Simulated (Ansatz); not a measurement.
Hg2S2. The state is a singlet with charge 0. Geometry r2SCAN-D4/def2-SVP; atoms count from 1.

```xyz
4

Hg    0.284   -0.909    0.082
Hg   -0.962    2.715   -0.158
S    -0.102   -2.923    1.035
S     0.781    1.117   -0.959
```

In the def2 sets Hg takes a core potential; there is no spin–orbit coupling. The restricted singlet is unstable towards broken spin symmetry in Hartree–Fock (as tested in another run); at PBE0-D4/def2-TZVP this wasn't settled. The geometry of the singlet was relaxed on an unsound state (an occupied level 0.16 eV above an empty one). Another isomer (singlet) lies 0.36 eV lower at PBE0-D4/def2-TZVP; other spin states weren't run for this one.

Question: Estimate the Mulliken populations from the PBE0/def2-TZVP orbitals of Ansatz.

Answer: 
```csv
atom,charge (e),d electrons
Hg1,0.52,9.78
Hg2,0.36,9.95
S3,-0.44,–
S4,-0.44,–
```
Mulliken values and Mayer orders depend strongly on the basis.

Question: And the Mayer bond orders between bonded heavy atoms (over 0.3)?

Answer: Hg1–S3 1.25 (2.26 Å); Hg1–S4 0.89 (2.33 Å); Hg2–S4 0.72 (2.50 Å). Values over 0.3 also appear between atoms too far apart for a bond (Hg2–S3 0.39 at 5.83 Å; S3–S4 0.49 at 4.59 Å); they arise where an orbital or an unpaired electron spreads over both atoms.
